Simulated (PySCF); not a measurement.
**pyrazine N-oxide, C4H4N2O**

Geometry:
```csv
atom,x (Å),y (Å),z (Å)
O1,-0.912,2.161,0.252
N2,-0.385,1.039,0.220
C3,-1.134,-0.110,0.190
C4,-0.508,-1.342,0.154
N5,0.813,-1.510,0.146
C6,1.527,-0.386,0.175
C7,0.977,0.882,0.212
H8,-2.211,0.051,0.197
H9,-1.132,-2.242,0.131
H10,2.618,-0.481,0.169
H11,1.541,1.813,0.236
```

Method used: quadratic response CAM-B3LYP/def2-TZVPD first hyperpolarisability, Taylor convention, gas phase in PySCF. Geometry: PBE0-D3(BJ)/def2-SVP.

(1) Give the tensor of the second harmonic β(−2ω;ω,ω) at 1907 nm in the axes of these coordinates.

## Answers

(1) In au, Taylor convention; rows are the first index (the induced dipole):
```tsv
	xx	yy	zz	xy	xz	yz
x	+31.8	-90.8	-8.7	+12.2	+0.2	-2.3
y	+11.1	+114.6	+18.5	-91.3	-2.3	+2.4
z	+0.2	+2.5	+1.6	-2.3	-8.3	+17.6
```
Norm of βᵢ = ⅓ Σⱼ (βᵢⱼⱼ + βⱼᵢⱼ + βⱼⱼᵢ): 159.6 au, hyper-Rayleigh value 76.3 au.
